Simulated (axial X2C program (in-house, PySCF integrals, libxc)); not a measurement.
## Potential curves of CaSi⁻, without spin–orbit coupling

Calculated with an in-house relativistic program for diatomic molecules. Spin-free means the one-electron spin-free X2C Hamiltonian. Basis: Ca dyall-acv3z [12s13p7d5f], Si dyall-av3z [9s8p3d2f] (cores contracted in-house); Gaussian nuclei, density fitting, unrestricted open shells. Masses: Ca 39.963 u, Si 27.977 u.

State: M_S = 3/2, Λ = 0 (beyond evenly filled blocks: σα, π+α, π-α). Energies in cm⁻¹ from the fragments at the same level (Ca + Si-). Fits are polynomials in 1 − R0/R over 0.85 to 1.23 times the lowest point R0.

```
 R (Å)   CCSD    PBE0    MP2     HF
2.4804          -6881  -3383   -845
2.5944          -8927  -5874  -3632
2.6799  -7712   -9880  -7112  -5088
2.7655  -8556  -10457  -7928  -6127
2.8510  -9077  -10744  -8414  -6834
2.9508  -9377  -10806  -8671  -7335
3.0506  -9432  -10658  -8686  -7573
3.1789  -9254  -10262  -8463  -7602
3.3357          -9597  -7965  -7357
3.5637          -8485  -7040  -6703
```

Correlated methods: 15 electrons correlated (number of frozen shells: Ca 2 s, 1 p; Si 2 s, 1 p), 285 virtual spin orbitals or spinors in MP2.

One determinant describes the state; a PBE0 search over occupations chose it and may have missed a lower one. De is counted from the lowest determinant-based energies of the atoms at the same level, without counterpoise correction. CCSD ran in a truncated set of natural virtual spinors with an MP2 remainder; without triples it tends to underbind. Other states lie close and PBE0, whose exact exchange favours high spin, may order them wrongly; the determinant shown need not be the ground state. The nearest other spin-free determinant of the search, M_S = 1/2, Λ = 0, lies 0.22 eV up at the distance of the search. The highest occupied level of some functionals is positive through self-interaction error; at Hartree–Fock it is bound. Hartree–Fock gets electron affinities wrong, so its lowest charge split need not be the true one. Coupled cluster ran on the points near the minimum only. MP2 and coupled cluster on one determinant become unreliable at the stretched end.

(1) Fit the CCSD curve near its minimum: give the equilibrium distance, the harmonic wavenumber and the well depth.

(2) What are Re, ωe and De at the PBE0 level?

(3) What are Re, ωe and De at the MP2 level?

(4) What are Re, ωe and De at the HF level?

Results:

(1) At CCSD, spin-free: Re = 3.027 Å, ωe ≈ 197 cm⁻¹, De = 1.17 eV to Ca + Si-; Be follows as 0.112 cm⁻¹.

(2) At PBE0, spin-free: Re = 2.926 Å, ωe ≈ 217 cm⁻¹, De = 1.34 eV to Ca + Si-; Be follows as 0.12 cm⁻¹.

(3) At MP2, spin-free: Re = 3.007 Å, ωe ≈ 201 cm⁻¹, De = 1.08 eV to Ca + Si-; Be follows as 0.113 cm⁻¹.

(4) At HF, spin-free: Re = 3.127 Å, ωe ≈ 176 cm⁻¹, De = 0.94 eV to Ca + Si-; Be follows as 0.105 cm⁻¹.
